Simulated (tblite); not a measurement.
Compound: C5H11FO2Si.
Numbering: `[CH3:1][CH2:2][O:3][Si@@H:4]([CH:5]=[O:6])[C@@H:7]([CH3:8])[F:9]` (hydrogens: H10, H11, H12 on C1; H13, H14 on C2; H15 on Si4; H16 on C5; H17 on C7; H18, H19, H20 on C8)

Computed with GFN2-xTB (tblite), gas phase: L-BFGS steps from a force-field or distance-geometry start until the largest atomic force falls under 0.01 eV/Å.

Step 77: E = -841.0424 eV
```
atom  x, y, z in Å  |  force x, y, z in eV/Å
C1      2.6417   -0.9745    0.3236   -0.036  -0.010   0.020
C2      2.0982    0.2144   -0.4508   -0.008   0.011  -0.022
O3      0.6983    0.1026   -0.5862   -0.037   0.016   0.056
Si4    -0.4707    0.7602    0.3071    0.013  -0.043  -0.001
C5     -0.6837    2.6453   -0.0376    0.010  -0.002  -0.098
O6     -0.1067    3.2031   -0.9402   -0.025  -0.001   0.133
C7     -2.0520   -0.1501   -0.2826    0.005   0.026  -0.019
C8     -2.0577   -1.6458   -0.0210    0.003   0.025   0.026
F9     -3.1266    0.4254    0.3959   -0.008   0.001  -0.021
H10     3.7191   -0.9002    0.4338    0.007   0.032  -0.011
H11     2.1788   -0.9944    1.3060    0.033  -0.046   0.064
H12     2.4013   -1.9003   -0.1911   -0.008  -0.005  -0.015
H13     2.3520    1.1453    0.0642    0.009   0.015  -0.059
H14     2.5112    0.2440   -1.4617    0.018   0.003  -0.030
H15    -0.2974    0.6031    1.7544   -0.017   0.008   0.032
H16    -1.3828    3.2277    0.6003    0.029  -0.026  -0.040
H17    -2.2555    0.0376   -1.3434   -0.011   0.012   0.001
H18    -1.2167   -2.0980   -0.5353    0.024  -0.014   0.001
H19    -2.9808   -2.0925   -0.3833   -0.025  -0.012  -0.008
H20    -1.9754   -1.8419    1.0450    0.025   0.009  -0.008
```

Step 78: E = -841.0439 eV
```
atom  x, y, z in Å  |  force x, y, z in eV/Å
C1      2.6416   -0.9746    0.3241   -0.027  -0.008   0.004
C2      2.0967    0.2109   -0.4549   -0.013   0.007  -0.018
O3      0.6970    0.0992   -0.5901   -0.042   0.019   0.060
Si4    -0.4693    0.7607    0.3038    0.007  -0.060   0.038
C5     -0.6841    2.6461   -0.0335    0.033   0.012  -0.149
O6     -0.0914    3.2130   -0.9209   -0.026  -0.017   0.144
C7     -2.0517   -0.1482   -0.2838    0.002   0.016   0.002
C8     -2.0560   -1.6432   -0.0189   -0.003   0.017   0.000
F9     -3.1245    0.4265    0.3984   -0.011   0.013  -0.037
H10     3.7183   -0.8951    0.4384    0.003   0.031  -0.010
H11     2.1747   -0.9936    1.3036    0.027  -0.047   0.088
H12     2.4079   -1.9038   -0.1880   -0.011   0.000  -0.022
H13     2.3490    1.1433    0.0579    0.020   0.018  -0.064
H14     2.5083    0.2369   -1.4659    0.033   0.007  -0.038
H15    -0.2961    0.5983    1.7524   -0.020   0.015   0.002
H16    -1.4017    3.2207    0.5883    0.012  -0.021  -0.009
H17    -2.2579    0.0349   -1.3449   -0.017   0.027   0.009
H18    -1.2145   -2.0935   -0.5346    0.014  -0.024   0.009
H19    -2.9800   -2.0897   -0.3822    0.004  -0.012   0.017
H20    -1.9715   -1.8376    1.0478    0.015   0.008  -0.027
```

Step 79: E = -841.0462 eV
```
atom  x, y, z in Å  |  force x, y, z in eV/Å
C1      2.6422   -0.9730    0.3239   -0.009   0.000   0.010
C2      2.0939    0.2071   -0.4613   -0.012  -0.001  -0.008
O3      0.6943    0.0940   -0.5920   -0.041   0.006   0.040
Si4    -0.4671    0.7591    0.3034   -0.025  -0.055   0.073
C5     -0.6816    2.6445   -0.0289    0.026   0.031  -0.166
O6     -0.0623    3.2226   -0.8904   -0.006  -0.024   0.127
C7     -2.0515   -0.1453   -0.2838   -0.008  -0.005   0.028
C8     -2.0556   -1.6398   -0.0169    0.002  -0.001  -0.025
F9     -3.1210    0.4281    0.4044   -0.015   0.029  -0.058
H10     3.7179   -0.8844    0.4435   -0.006   0.024  -0.012
H11     2.1708   -0.9922    1.3012    0.024  -0.038   0.096
H12     2.4181   -1.9067   -0.1840   -0.011   0.007  -0.033
H13     2.3436    1.1434    0.0455    0.040   0.013  -0.068
H14     2.5018    0.2264   -1.4737    0.044   0.014  -0.040
H15    -0.2978    0.5900    1.7527   -0.017   0.022  -0.014
H16    -1.4289    3.2104    0.5642    0.003  -0.030   0.020
H17    -2.2612    0.0333   -1.3448   -0.024   0.051   0.016
H18    -1.2111   -2.0871   -0.5308    0.002  -0.037   0.009
H19    -2.9789   -2.0860   -0.3852    0.037  -0.012   0.048
H20    -1.9708   -1.8334    1.0500   -0.005   0.006  -0.041
```

**Question.** Estimate the geometry and energy of step 80. (The exact step hangs on the optimiser's Hessian estimate; all steps are aligned on step 79, rigid shifts and turns removed.)

**Answer.** E = -841.0493 eV, largest force 0.245 eV/Å
```
atom  x, y, z in Å  |  force x, y, z in eV/Å
C1      2.6434   -0.9693    0.3240    0.018   0.005   0.000
C2      2.0895    0.2031   -0.4700   -0.013  -0.011  -0.008
O3      0.6895    0.0880   -0.5913   -0.018  -0.015   0.004
Si4    -0.4660    0.7562    0.3067   -0.055  -0.046   0.104
C5     -0.6772    2.6414   -0.0242    0.056   0.102  -0.216
O6     -0.0165    3.2319   -0.8473   -0.050  -0.078   0.183
C7     -2.0523   -0.1421   -0.2817   -0.020  -0.021   0.050
C8     -2.0568   -1.6363   -0.0156    0.009  -0.019  -0.057
F9     -3.1181    0.4306    0.4129   -0.027   0.041  -0.072
H10     3.7175   -0.8678    0.4495   -0.010   0.014  -0.018
H11     2.1688   -0.9906    1.2994    0.012  -0.023   0.096
H12     2.4327   -1.9089   -0.1801   -0.011   0.032  -0.032
H13     2.3369    1.1465    0.0249    0.064  -0.006  -0.067
H14     2.4922    0.2119   -1.4855    0.035   0.018  -0.014
H15    -0.2999    0.5771    1.7562   -0.016   0.037  -0.033
H16    -1.4645    3.1975    0.5262    0.021  -0.049   0.021
H17    -2.2654    0.0350   -1.3418   -0.029   0.072   0.014
H18    -1.2066   -2.0793   -0.5246   -0.013  -0.048   0.006
H19    -2.9773   -2.0839   -0.3921    0.070  -0.005   0.075
H20    -1.9752   -1.8299    1.0512   -0.022   0.000  -0.037
```

The energy changes by -0.0031 eV. The first-order estimate −F·Δx gives -0.0041 eV and the mean of the old and new forces, exact on a quadratic surface, -0.0031 eV. The step makes an angle of 82° with the force vector and moves no atom by more than 0.064 Å.

What follows is the cost of the whole relaxation. On Arm Neoverse N1, one thread, shared host with 64 logical CPUs at a one-minute load of 47, this took 3.0 s.
